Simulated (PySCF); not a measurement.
A run for PySCF: R-M06-2X/def2-TZVPP on BF2HSe (SMILES FB(F)[SeH]), a point of a torsion scan.

```python
from pyscf import gto, dft

mol = gto.M(
    atom='''
    F    -1.18510049    1.17749404    0.13209063
    B    -0.68396552   -0.03574382    0.17811468
    F    -1.42947705   -0.98834408   -0.32850825
    Se    1.11794852   -0.37766254    0.71576221
    H     1.24227085    0.75309181    1.59987559
    ''',
    basis='def2-tzvpp',
    charge=0, spin=0, verbose=4, max_memory=1800)
mf = dft.RKS(mol, xc='m062x').density_fit(auxbasis='def2-universal-jkfit')
mf.grids.level = 4
mf.conv_tol = 1e-9
mf.max_cycle = 150
mf.kernel()
mf.dip_moment()
```

Question: What total energy does the run end on?

Answer: -2626.8798 hartree.
